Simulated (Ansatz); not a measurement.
Consider the redistribution: `C[SiH](S)CS` + `[CH3][Zn][NH2]` → `C[SiH](N)S` + `[CH3][Zn][CH2]S`.

Computed with Ansatz on PBE0-D4/def2-TZVP structures; ΔE is electronic, products minus reactants. CCSD(T)/CBS is the MP2 limit (def2-TZVPP, def2-QZVPP) plus CCSD(T) − MP2 in def2-TZVPP, frozen cores. DFT in def2-TZVPP. For Zn outer-core shells are correlated without core-valence functions, which leaves a few kJ/mol of doubt a bond. Scalar relativity is left out up to krypton. One conformer a species, not always the lowest.

| level | ΔE (kcal/mol) |
| --- | --- |
| ωB97M-V | -4.6 |
| PBE | -4.2 |
| PBE0 | -4.9 |
| HF/def2-TZVPP | -6.7 |
| MP2/def2-TZVPP | -3.5 |
| MP2/def2-QZVPP | -3.5 |
| HF/CBS(def2) | -6.5 |
| MP2/CBS(def2) | -3.5 |

(1) What does CCSD(T)/CBS give? (An estimate is asked.)

Largest T1 diagnostic among the species: 0.014.

Answers

(1) Computed: -3.9 kcal/mol. The listed levels differ from it by -0.7, -0.3, -1.0, -2.8, 0.4, 0.4, -2.6, 0.4 kcal/mol.

In def2-TZVPP, CCSD(T) changes the Hartree–Fock value by +2.9 kcal/mol (the triples alone add +0.4 kcal/mol) and MP2 by +3.3 kcal/mol. The D4 term adds +1.0 kcal/mol with B3LYP and +0.7 kcal/mol with PBE0; it sums over pairs of atoms, weighted by their polarisabilities, and B3LYP, whose exchange is more repulsive, gets the larger term.

B3LYP here is the variant with VWN-RPA as its local correlation; programs differ in this.
